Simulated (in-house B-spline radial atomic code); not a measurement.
Tl²⁺. Computed with a B-spline radial atomic code. Model: non-relativistic spherical atom: semilocal Troullier-Martins pseudo-atom, one channel per l, against all electrons, high spin, G0W0 and RPA with empty states to l = 8, local potential for every l without a channel, a model core (radius 0 = none) keeps its share of the functional.

The core holds an angular momentum without a channel of its own, so the local potential lets valence electrons into it.

Without relativity these are model numbers for so heavy an element.

What the tables leave out is listed at the end.

The pseudopotential gives back the lowest level of each angular momentum of its own functional in the configuration it was made in; a second state of the same l is only approximately right. Exact exchange, RPA and GW see the smooth pseudo-orbitals and miss the exchange with the core, for which the functional's share stands in. The column with an uncorrelated core keeps all orbitals and exact exchange, and so separates missing core correlation from pseudisation. Only the three outermost levels and the lowest empty one were computed. RPA here is direct RPA, with no exchange kernel, and its energies carry an (l + 1/2)⁻⁴ tail. A hybrid on a potential with a model core restores only its own semilocal share of the core's exchange.

Command:
```bash
python run_psgw.py task.json out
```
Settings (lengths in bohr, energies in hartree):
```
Z                      81
electrons              79
configuration          [Xe] 4f14 5d10 6s1
generated_in           [Xe] 4f14 5d10 6s2 6p1
functional             lda,vwn
core_shells            11
radius_factor          1
core_correction        False
ion_configuration      [Xe] 4f14 5d10
```

Cost of the run: 39 s on 1 thread of Intel(R) Xeon(R) 6975P-C (Granite Rapids), on a shared host.

Given: made with LDA VWN5; model core radius 0 bohr; local radius 1.15 bohr; mean-field start LDA VWN5.

Valence shells of the generating configuration: 5p, 5d, 6s, 6p.

Channel: s 2.337, p 0.94, d 1.102 (radii in bohr).

Computed: largest level miss in the spin-unpolarised generating configuration 0.043 eV; valence RPA correlation energy all-electron orbitals -0.9704 hartree; valence RPA correlation energy pseudo -1.2762 hartree; all-electron RPA polarisability, core included 13.595 bohr³; pseudo-atom RPA polarisability 13.575 bohr³; ionisation by RPA all-electron 26.553 eV; ionisation by RPA pseudo minus all 1.54 eV.

| level | occupied | mean-field all-electron (eV) | mean-field pseudo minus all (eV) | G0W0 all-electron (eV) | G0W0 uncorrelated core minus all (eV) | G0W0 pseudo minus all (eV) | exchange self-energy all-electron (eV) | exchange self-energy pseudo (eV) |
| --- | --- | --- | --- | --- | --- | --- | --- | --- |
| 6s up | 1 | -22.752 | -0.042 | -26.758 | 0.046 | -1.372 | -14.494 | -14.67 |
| 5d down | 1 | -35.077 | 0.007 | -42.227 | 0.13 | 0.544 | -39.055 | -30.714 |
| 6s down (empty) | 0 | -21.875 | -0.033 | -17.919 | 0.044 | -1.354 | -4.758 | -4.9827 |

(1) What is the ionisation by mean-field pseudo minus all?

(2) What is the ionisation by mean-field all-electron?

Given: mean-field start PBE0.

Computed: valence RPA correlation energy all-electron orbitals -0.92244 hartree; valence RPA correlation energy pseudo -1.2191 hartree; all-electron RPA polarisability, core included 12.563 bohr³; ionisation by mean-field all-electron 26.099 eV; ionisation by mean-field pseudo minus all 0.678 eV; ionisation by RPA pseudo minus all 1.646 eV.

```json
{"level": "6s up", "occupied": "1", "mean-field all-electron (eV)": "-23.11", "mean-field pseudo minus all (eV)": "-0.601", "G0W0 all-electron (eV)": "-26.55", "G0W0 uncorrelated core minus all (eV)": "0.047", "G0W0 pseudo minus all (eV)": "-1.504", "exchange self-energy all-electron (eV)": "-14.164", "exchange self-energy pseudo (eV)": "-15.083"}
{"level": "5d down", "occupied": "?", "mean-field all-electron (eV)": "?", "mean-field pseudo minus all (eV)": "?", "G0W0 all-electron (eV)": "?", "G0W0 uncorrelated core minus all (eV)": "?", "G0W0 pseudo minus all (eV)": "?", "exchange self-energy all-electron (eV)": "?", "exchange self-energy pseudo (eV)": "?"}
{"level": "5d up", "occupied": "1", "mean-field all-electron (eV)": "-37.336", "mean-field pseudo minus all (eV)": "0.119", "G0W0 all-electron (eV)": "-42.556", "G0W0 uncorrelated core minus all (eV)": "0.112", "G0W0 pseudo minus all (eV)": "0.482", "exchange self-energy all-electron (eV)": "-39.237", "exchange self-energy pseudo (eV)": "-31.297"}
{"level": "6s down (empty)", "occupied": "0", "mean-field all-electron (eV)": "-20.021", "mean-field pseudo minus all (eV)": "-0.547", "G0W0 all-electron (eV)": "-17.698", "G0W0 uncorrelated core minus all (eV)": "0.045", "G0W0 pseudo minus all (eV)": "-1.267", "exchange self-energy all-electron (eV)": "-4.3813", "exchange self-energy pseudo (eV)": "-5.0802"}
```

(3) What belongs in the row 5d down?

(4) What is the ionisation by RPA all-electron?

(5) What is the pseudo-atom RPA polarisability?

Given: mean-field start Hartree-Fock.

Computed: valence RPA correlation energy all-electron orbitals -0.81079 hartree; valence RPA correlation energy pseudo -1.0795 hartree; pseudo-atom RPA polarisability 8.0272 bohr³; ionisation by mean-field all-electron 24.529 eV; ionisation by mean-field pseudo minus all 2.642 eV; ionisation by RPA all-electron 26.07 eV.

```json
{"level": "6s up", "occupied": "1", "mean-field all-electron (eV)": "-24.666", "mean-field pseudo minus all (eV)": "-2.732", "G0W0 all-electron (eV)": "-26.204", "G0W0 uncorrelated core minus all (eV)": "0.048", "G0W0 pseudo minus all (eV)": "-1.863", "exchange self-energy all-electron (eV)": "-13.376", "exchange self-energy pseudo (eV)": "-16.688"}
{"level": "5d down", "occupied": "1", "mean-field all-electron (eV)": "-42.703", "mean-field pseudo minus all (eV)": "1.284", "G0W0 all-electron (eV)": "-42.819", "G0W0 uncorrelated core minus all (eV)": "0.145", "G0W0 pseudo minus all (eV)": "1.063", "exchange self-energy all-electron (eV)": "-39.389", "exchange self-energy pseudo (eV)": "-31.021"}
{"level": "5d up", "occupied": "?", "mean-field all-electron (eV)": "?", "mean-field pseudo minus all (eV)": "?", "G0W0 all-electron (eV)": "?", "G0W0 uncorrelated core minus all (eV)": "?", "G0W0 pseudo minus all (eV)": "?", "exchange self-energy all-electron (eV)": "?", "exchange self-energy pseudo (eV)": "?"}
{"level": "6s down (empty)", "occupied": "0", "mean-field all-electron (eV)": "-15.476", "mean-field pseudo minus all (eV)": "-1.806", "G0W0 all-electron (eV)": "-17.271", "G0W0 uncorrelated core minus all (eV)": "0.039", "G0W0 pseudo minus all (eV)": "-1.209", "exchange self-energy all-electron (eV)": "-3.3153", "exchange self-energy pseudo (eV)": "-5.3082"}
```

(6) What belongs in the row 5d up?

(7) What is the all-electron RPA polarisability, core included?

(8) What is the ionisation by RPA pseudo minus all?

Answers

(1) 0.052 eV.

(2) 26.853 eV.

(3) occupied: 1; mean-field all-electron (eV): -37.084; mean-field pseudo minus all (eV): 0.213; G0W0 all-electron (eV): -42.333; G0W0 uncorrelated core minus all (eV): 0.135; G0W0 pseudo minus all (eV): 0.777; exchange self-energy all-electron (eV): -39.22; exchange self-energy pseudo (eV): -30.928.

(4) 26.414 eV.

(5) 11.665 bohr³.

(6) occupied: 1; mean-field all-electron (eV): -42.917; mean-field pseudo minus all (eV): 0.898; G0W0 all-electron (eV): -42.996; G0W0 uncorrelated core minus all (eV): 0.14; G0W0 pseudo minus all (eV): 0.787; exchange self-energy all-electron (eV): -39.306; exchange self-energy pseudo (eV): -31.402.

(7) 10.354 bohr³.

(8) 1.786 eV.

Among the listed levels the largest G0W0 shift of the pseudo-atom is -1.86 eV, for 6s up on the Hartree-Fock start, while leaving the core uncorrelated moves that level by +0.05 eV. So pseudisation and the lost core exchange, not the missing core correlation, make the error. Not in the tables (levels of low weight, unsolved or above zero; the highest and the empty levels are kept at any weight): on LDA the G0W0 levels 5d up (pseudo minus all +0.61 eV, weights 0.41 and 0.85).
